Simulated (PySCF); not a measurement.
## Radial density of Si²⁺ (silicon, charge +2)

M06-2X, [Ne] 3s2, closed-shell 1S. All numbers are calculated (PySCF 2.14, the non-relativistic Hamiltonian (point nucleus), in dyall-av3z (19s12p3d2f, 84 functions)).

```
r (bohr)  4πr²ρ (e/bohr)
 0.00196         0.08119
 0.00330          0.2213
 0.00555          0.5879
 0.00934           1.496
  0.0157           3.543
  0.0264           7.425
  0.0444           12.74
  0.0747           15.80
   0.126           12.58
   0.211           9.750
   0.356           13.92
   0.598           10.61
    1.01           2.637
    1.69           1.341
    2.85          0.4071
    4.79        0.008508
```
